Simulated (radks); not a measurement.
Results of a calculation; reference values are marked as such.
Species: Hf. Configuration: [Xe] 4f14 5d2 6s2. Level of theory: scalar-relativistic Kohn-Sham, PBEsol, spin-unpolarised, spherical densities, finite nucleus; Fermi nuclear charge, rms radius 5.347 fm (a radial shooting solver on a logarithmic mesh with Libxc functionals).

Local quantities along the radius. ELF = 1/(1 + alpha^2) is the electron localisation function; alpha = (tau - tau_W)/tau_unif compares the Pauli kinetic energy density with that of the uniform gas; -r V(r) is the screened charge that the Kohn-Sham potential presents (atomic units); r v_xc is r times the local exchange-correlation potential (hartree bohr). tau is taken from the large components.

r (bohr)	ELF	alpha	-r V(r)	r v_xc
0.001286	0.999	0.02461	71.47	-0.1261
0.001497	0.999	0.02561	71.37	-0.1382
0.001743	0.999	0.02692	71.26	-0.1522
0.002045	0.999	0.02871	71.12	-0.1689
0.002381	0.999	0.03092	70.97	-0.1869
0.002772	0.999	0.03377	70.80	-0.2069
0.003227	0.999	0.03749	70.59	-0.2289
0.003787	0.998	0.04267	70.35	-0.2544
0.004409	0.998	0.04927	70.08	-0.2804
0.005132	0.997	0.05824	69.76	-0.3081
0.005975	0.995	0.07066	69.40	-0.3370
0.007011	0.992	0.08940	68.96	-0.3681
0.008162	0.987	0.1156	68.48	-0.3976
0.009502	0.977	0.1548	67.94	-0.4260
0.01106	0.956	0.2152	67.32	-0.4524
0.01298	0.909	0.3159	66.58	-0.4766
0.01511	0.821	0.4672	65.78	-0.4955
0.01759	0.675	0.6942	64.88	-0.5105
0.02048	0.503	0.9947	63.87	-0.5229
0.02384	0.374	1.292	62.74	-0.5369
0.02798	0.330	1.425	61.41	-0.5633
0.03257	0.377	1.284	60.02	-0.6102
0.03792	0.497	1.006	58.48	-0.6776
0.04415	0.634	0.7602	56.80	-0.7517
0.05181	0.725	0.6153	54.84	-0.8215
0.06031	0.739	0.5939	52.81	-0.8697
0.07021	0.671	0.6999	50.61	-0.8947
0.08174	0.520	0.9608	48.24	-0.8988
0.09592	0.370	1.305	45.58	-0.9006
0.1117	0.355	1.347	42.92	-0.9414
0.13	0.481	1.039	40.15	-1.038
0.1513	0.646	0.7406	37.27	-1.142
0.1776	0.727	0.6130	34.15	-1.209
0.2068	0.674	0.6954	31.13	-1.206
0.2407	0.462	1.080	28.07	-1.143
0.2802	0.270	1.645	25.00	-1.080
0.3288	0.326	1.439	21.85	-1.161
0.3828	0.555	0.8945	18.91	-1.298
0.4457	0.697	0.6601	16.08	-1.403
0.5188	0.701	0.6530	13.46	-1.429
0.604	0.604	0.8090	11.15	-1.375
0.7088	0.442	1.123	9.055	-1.272
0.8251	0.349	1.364	7.389	-1.190
0.9606	0.383	1.270	6.014	-1.162
1.118	0.492	1.016	4.877	-1.155
1.312	0.560	0.8860	3.886	-1.120
1.528	0.510	0.9794	3.111	-1.046
1.779	0.360	1.333	2.475	-0.9435
2.07	0.220	1.883	1.964	-0.8462
2.43	0.185	2.096	1.567	-0.7931
2.829	0.265	1.666	1.307	-0.7920
3.293	0.414	1.189	1.107	-0.7911
3.834	0.514	0.9731	0.9380	-0.7632
4.499	0.490	1.021	0.7642	-0.6819
5.237	0.351	1.361	0.5897	-0.5547
6.097	0.167	2.236	0.4570	-0.4442
7.098	0.048	4.462	0.3802	-0.3762
8.329	0.008	11.37	0.3014	-0.3005
9.697	0.001	33.67	0.2111	-0.2109
11.29	0.000	119.2	0.1300	-0.1299

On this mesh the ELF has minima near r = 0.028, 0.11, 0.28, 0.83, 2.4 bohr, which separate the shells, and maxima near 0.060 (0.74), 0.18 (0.73), 0.52 (0.70), 1.3 (0.56), 3.8 (0.51).
